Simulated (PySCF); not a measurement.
Input of a run (PBE0-D3(BJ)/def2-SVP geometry optimisation, gas phase (PySCF 2.14.0)), started from GFN2-xTB:
```
{"job": {"xc": "PBE0", "basis": "def2-SVP", "d3": "d3bj", "grid": 2, "kind": "geom"}, "charge": 0, "multiplicity": 1}
C     -3.043118    -0.949323     0.761856
C     -2.388932     0.022898     0.133995
C     -3.124060     1.103858    -0.605280
C     -0.919716     0.102589     0.139388
C     -0.138998    -1.049347     0.134774
C      1.242953    -0.992334     0.134239
C      1.887575     0.239091     0.138479
O      3.238989     0.419486     0.133474
C      4.068524    -0.715096     0.101624
C      1.116396     1.401831     0.140109
C     -0.258562     1.332216     0.133476
H     -2.536524    -1.710587     1.329511
H     -4.118831    -1.004847     0.747703
H     -4.164065     0.824908    -0.753418
H     -2.663336     1.285380    -1.574526
H     -3.100611     2.034733    -0.039480
H     -0.619661    -2.015774     0.108141
H      1.804149    -1.913737     0.124901
H      5.088913    -0.334798     0.090793
H      3.896211    -1.313347    -0.799146
H      3.928454    -1.344082     0.986854
H      1.625106     2.353153     0.142603
H     -0.825609     2.250116     0.141470
```

Output (energies in Eh, forces in Eh/bohr):
```
step   0  E = -462.62457303  max force = 0.014823
step   1  E = -462.62714704  max force = 0.002029
step   2  E = -462.62720145  max force = 0.001009
step   3  E = -462.62721395  max force = 0.002447
step   4  E = -462.62725789  max force = 0.001004
step   5  E = -462.62727131  max force = 0.001050
step   6  E = -462.62728928  max force = 0.000637
step   7  E = -462.62729283  max force = 0.000195
optimisation converged
```

**Question.** Summarise the run.

**Answer.** The energy falls by 0.074 eV over 8 energy and gradient evaluations, the largest force component goes from 0.0148 to 1.9e-04 Eh/bohr, and the atoms move by 0.127 Å rms after alignment. Among the bonds, C7–O8, C1–H12 and C1–H13 change most and about equally (-0.015 to +0.016 Å). Bonds longer at the end by more than 0.005 Å: 19 of 23; shorter: 2. The energy never rose by more than 1e-6 Eh on the way. The first step brought 95 % of the lowering.

**Question.** What are the final bond lengths?

**Answer.** C1=C2 1.343 Å, C2–C3 1.503 Å, C2–C4 1.482 Å, C4–C5 1.401 Å, C5–C6 1.392 Å, C6–C7 1.400 Å, C7–O8 1.348 Å, O8–C9 1.399 Å, C7–C10 1.400 Å, C10–C11 1.386 Å, C4–C11 1.407 Å, C1–H12 1.092 Å, C1–H13 1.093 Å, C3–H14 1.098 Å, C3–H15 1.102 Å, C3–H16 1.103 Å, C5–H17 1.092 Å, C6–H18 1.090 Å, C9–H19 1.097 Å, C9–H20 1.105 Å, C9–H21 1.105 Å, C10–H22 1.092 Å, C11–H23 1.092 Å. Numbering counts from 1 in the input's order; the species is p-isopropenylanisole (`C=C(C)c1ccc(OC)cc1`).

The run used 214 basis functions and 62 SCF cycles in all. On one thread, Intel Xeon 6975P-C (x86_64), no GPU (shared host), this took 2.6 min of wall time and 1.0 GiB of memory at its peak.

PBE0-D3(BJ)/def2-SVP frequencies: not computed here. The numbers are those of one conformer.

Conformer computed: `[CH2:1]=[C:2]([CH3:3])[c:4]1[cH:5][cH:6][c:7]([O:8][CH3:9])[cH:10][cH:11]1`: C1–C2–C4–C5 25°, C6–C7–O8–C9 -1°.
